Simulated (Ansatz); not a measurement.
# Molecular dynamics of BClFH₃O

Input:

```yaml
crystal:
  periodic: [false, false, false]
  atoms:
    - { symbol: B, position_ang: [-0.01762, -0.274557, 0.006464] }
    - { symbol: H, position_ang: [-0.138346, 0.155259, 1.306558] }
    - { symbol: F, position_ang: [1.139719, 0.169524, -0.486184] }
    - { symbol: Cl, position_ang: [-1.533028, 0.160443, -0.862428] }
    - { symbol: O, position_ang: [0.037618, -1.749641, 0.405474] }
    - { symbol: H, position_ang: [-0.785249, -2.190912, 0.150527] }
    - { symbol: H, position_ang: [-0.128394, -0.892016, 1.302087] }
basis:
  gaussian: { orbitals: def2-SVP }
hamiltonian:
  xc: pbe0
md:
  timestep: 0.5
  n_steps: 200
  ensemble: nve
  temperature: 100.0
  initial_velocities: maxwell_boltzmann
  seed: 6834
```

Launched with:

```bash
$ ansatz run input.yaml --threads 2 --pin off --max-ram 3072MiB --backend cpu --events-out ev --progress --plain --runs-dir out
```

It starts at the highest image of a converged band. Of that band: Neighbouring images differ by up to 1.3 eV, so the band resolves the path poorly. A vibrational analysis at the climbing image gives one clearly imaginary mode, 1390i cm⁻¹: a first-order saddle point.

Output, in part (one step line in 7, the closing report, with atoms numbered from 0):

```
md step     0: t =     0.00 fs  T =   100.0 K  F+E_penalty+E_count = -17995.52505328 eV  E_kin = 0.064630 eV  conserved = -17995.46042328 eV  (26 SCF iters)
md step     7: t =     3.50 fs  T =    61.0 K  F+E_penalty+E_count = -17995.49956085 eV  E_kin = 0.039396 eV  conserved = -17995.46016492 eV  (23 SCF iters)
md step    14: t =     7.00 fs  T =   105.6 K  F+E_penalty+E_count = -17995.52838098 eV  E_kin = 0.068252 eV  conserved = -17995.46012898 eV  (31 SCF iters)
md step    21: t =    10.50 fs  T =   296.1 K  F+E_penalty+E_count = -17995.65106888 eV  E_kin = 0.191359 eV  conserved = -17995.45970983 eV  (30 SCF iters)
md step    28: t =    14.00 fs  T =   779.8 K  F+E_penalty+E_count = -17995.96506698 eV  E_kin = 0.504002 eV  conserved = -17995.46106457 eV  (30 SCF iters)
md step    35: t =    17.50 fs  T =  1242.7 K  F+E_penalty+E_count = -17996.26551406 eV  E_kin = 0.803131 eV  conserved = -17995.46238308 eV  (30 SCF iters)
md step    42: t =    21.00 fs  T =  1406.0 K  F+E_penalty+E_count = -17996.36959052 eV  E_kin = 0.908669 eV  conserved = -17995.46092192 eV  (30 SCF iters)
md step    49: t =    24.50 fs  T =  1444.0 K  F+E_penalty+E_count = -17996.39249836 eV  E_kin = 0.933277 eV  conserved = -17995.45922154 eV  (30 SCF iters)
md step    56: t =    28.00 fs  T =  1153.5 K  F+E_penalty+E_count = -17996.20542326 eV  E_kin = 0.745523 eV  conserved = -17995.45989989 eV  (30 SCF iters)
md step    63: t =    31.50 fs  T =  1028.9 K  F+E_penalty+E_count = -17996.12688522 eV  E_kin = 0.664971 eV  conserved = -17995.46191428 eV  (30 SCF iters)
md step    70: t =    35.00 fs  T =   896.7 K  F+E_penalty+E_count = -17996.04182714 eV  E_kin = 0.579519 eV  conserved = -17995.46230845 eV  (30 SCF iters)
md step    77: t =    38.50 fs  T =   740.6 K  F+E_penalty+E_count = -17995.93928444 eV  E_kin = 0.478667 eV  conserved = -17995.46061741 eV  (30 SCF iters)
md step    84: t =    42.00 fs  T =   787.0 K  F+E_penalty+E_count = -17995.96824997 eV  E_kin = 0.508660 eV  conserved = -17995.45959019 eV  (30 SCF iters)
md step    91: t =    45.50 fs  T =   796.8 K  F+E_penalty+E_count = -17995.97472303 eV  E_kin = 0.514947 eV  conserved = -17995.45977557 eV  (30 SCF iters)
md step    98: t =    49.00 fs  T =  1067.7 K  F+E_penalty+E_count = -17996.15184244 eV  E_kin = 0.690045 eV  conserved = -17995.46179730 eV  (30 SCF iters)
md step   105: t =    52.50 fs  T =  1035.2 K  F+E_penalty+E_count = -17996.13136318 eV  E_kin = 0.669045 eV  conserved = -17995.46231816 eV  (30 SCF iters)
md step   112: t =    56.00 fs  T =   670.9 K  F+E_penalty+E_count = -17995.89416363 eV  E_kin = 0.433590 eV  conserved = -17995.46057375 eV  (30 SCF iters)
md step   119: t =    59.50 fs  T =   574.8 K  F+E_penalty+E_count = -17995.83126778 eV  E_kin = 0.371475 eV  conserved = -17995.45979239 eV  (30 SCF iters)
md step   126: t =    63.00 fs  T =   511.1 K  F+E_penalty+E_count = -17995.79028872 eV  E_kin = 0.330303 eV  conserved = -17995.45998562 eV  (32 SCF iters)
md step   133: t =    66.50 fs  T =   597.2 K  F+E_penalty+E_count = -17995.84751374 eV  E_kin = 0.385955 eV  conserved = -17995.46155910 eV  (30 SCF iters)
md step   140: t =    70.00 fs  T =   712.0 K  F+E_penalty+E_count = -17995.92180561 eV  E_kin = 0.460137 eV  conserved = -17995.46166909 eV  (30 SCF iters)
md step   147: t =    73.50 fs  T =   762.6 K  F+E_penalty+E_count = -17995.95403664 eV  E_kin = 0.492862 eV  conserved = -17995.46117469 eV  (30 SCF iters)
md step   154: t =    77.00 fs  T =   736.5 K  F+E_penalty+E_count = -17995.93693507 eV  E_kin = 0.475977 eV  conserved = -17995.46095830 eV  (31 SCF iters)
md step   161: t =    80.50 fs  T =   637.9 K  F+E_penalty+E_count = -17995.87250832 eV  E_kin = 0.412277 eV  conserved = -17995.46023124 eV  (26 SCF iters)
md step   168: t =    84.00 fs  T =   864.6 K  F+E_penalty+E_count = -17996.01988199 eV  E_kin = 0.558814 eV  conserved = -17995.46106786 eV  (30 SCF iters)
md step   175: t =    87.50 fs  T =  1001.1 K  F+E_penalty+E_count = -17996.10774106 eV  E_kin = 0.647021 eV  conserved = -17995.46071963 eV  (31 SCF iters)
md step   182: t =    91.00 fs  T =  1067.7 K  F+E_penalty+E_count = -17996.15149345 eV  E_kin = 0.690058 eV  conserved = -17995.46143524 eV  (29 SCF iters)
md step   189: t =    94.50 fs  T =   858.1 K  F+E_penalty+E_count = -17996.01577117 eV  E_kin = 0.554616 eV  conserved = -17995.46115502 eV  (30 SCF iters)
md step   196: t =    98.00 fs  T =   724.7 K  F+E_penalty+E_count = -17995.92939173 eV  E_kin = 0.468367 eV  conserved = -17995.46102508 eV  (30 SCF iters)
md step   200: t =   100.00 fs  T =   720.5 K  F+E_penalty+E_count = -17995.92661213 eV  E_kin = 0.465685 eV  conserved = -17995.46092680 eV  (25 SCF iters)
Total energy: -17995.92663436 eV, -661.3381057355 hartree
Atom 0 at    -0.063327     0.286742    -0.036857 Å, force     0.299917     1.030441     2.349529 eV/Å
Atom 1 at    -0.297070     0.731609     1.101760 Å, force     0.821598    -0.608427    -0.504095 eV/Å
Atom 2 at     1.142368     0.225934    -0.539420 Å, force     0.000644    -0.272744    -0.339573 eV/Å
Atom 3 at    -1.520011     0.247058    -0.913669 Å, force    -1.085197    -0.429817    -1.479438 eV/Å
Atom 4 at     0.014775    -2.259617     0.652627 Å, force    -2.019934    -1.500965    -0.127608 eV/Å
Atom 5 at    -0.918276    -2.661524     0.685445 Å, force     1.953622     1.153708    -0.002916 eV/Å
Atom 6 at     0.508367    -3.032226     0.319184 Å, force     0.029349     0.627804     0.104100 eV/Å
Dipole moment:    -0.140407    -0.602406     0.021759 e Å
```

All steps were run. The conserved energy stayed within 0.35 meV per atom of its start (net change -0.072 meV per atom), so the integration is sound. The kinetic energy rose, since the run started high on the potential surface and went downhill. It ends in pieces (BClFH + H2O), so much of that is their flight and rotation, not heat. A run of 0.1 ps of so small a system gives no equilibrium averages. The orbitals stay closed-shell, which can raise the energy where a bond breaks towards radicals; this wasn't checked here.

Between its relaxed ends the band would form H2–H7 and break B1–H2, O5–H7. These pairs go: H2–H7 1.05 → 3.93 Å, B1–H2 1.37 → 1.24 Å, O5–H7 1.25 → 0.98 Å. In the last frame they stand as before the step (other bonds may differ from the relaxed reactants and products). Also parted: B1–O5 1.53 → 2.64 Å. It ends as BClFH + H2O. Pairs count as bonded within 1.25 times the sum of covalent radii (0.12 Å more for H–H).

Last frame:

```xyz
7
Properties=species:S:1:pos:R:3
B -0.063 0.287 -0.037
H -0.297 0.732 1.102
F 1.142 0.226 -0.539
Cl -1.520 0.247 -0.914
O 0.015 -2.260 0.653
H -0.918 -2.662 0.685
H 0.508 -3.032 0.319
```

Time of the run: 4.6 min on 2 threads of Arm Neoverse V1, on a shared host, peak memory 0.16 GiB.
